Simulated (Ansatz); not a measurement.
# A geometry optimisation of FH2InNO+ with B3LYP-D3(BJ)/def2-SVP

The starting geometry of this gas-phase singlet was optimised with r2SCAN-D4.

```yaml
atoms:
  - { symbol: F, position_ang: [-0.7302, 2.6310, -0.9451] }
  - { symbol: In, position_ang: [0.1798, 1.1717, -0.1636] }
  - { symbol: N, position_ang: [0.0436, -0.0578, 1.8675] }
  - { symbol: O, position_ang: [1.0213, -0.3275, 0.7818] }
  - { symbol: H, position_ang: [-0.4604, -0.9429, 2.0059] }
  - { symbol: H, position_ang: [0.6098, 0.1049, 2.7097] }
```

Predict what becomes of its bonds when it is optimised with B3LYP-D3(BJ)/def2-SVP.

A bond breaks, giving a structure given below by its coordinates. Distances that change by over a tenth: In2–O4 (1.96 → 2.36 Å), N3–O4 (1.49 → 1.25 Å). Contacts that open: In2–N3 (2.38 → 3.31 Å).

The energy falls by 0.54 eV over 24 steps:

```tsv
step	E − E(last) (eV)
1	0.544
4	0.537
6	0.524
9	0.299
11	0.073
14	0.017
16	0.006
19	0.000
21	0.000
24	0.000
```

Final geometry (Å):

| atom | x (Å) | y (Å) | z (Å) |
| --- | --- | --- | --- |
| F | -0.3861 | 2.8450 | -1.7885 |
| In | -0.3762 | 1.7506 | -0.1765 |
| N | 0.3569 | -0.5366 | 2.1032 |
| O | 0.6096 | -0.0451 | 0.9864 |
| H | -0.3500 | -1.2814 | 2.1862 |
| H | 0.8098 | -0.1531 | 2.9453 |

No frequencies were run, so the end isn't proven a minimum. Atoms past krypton carry core potentials, without spin–orbit terms. Run with Ansatz 0.2.0, 67 s on 1 thread of Intel(R) Xeon(R) Platinum 8375C CPU @ 2.90GHz (Ice Lake) (shared host).
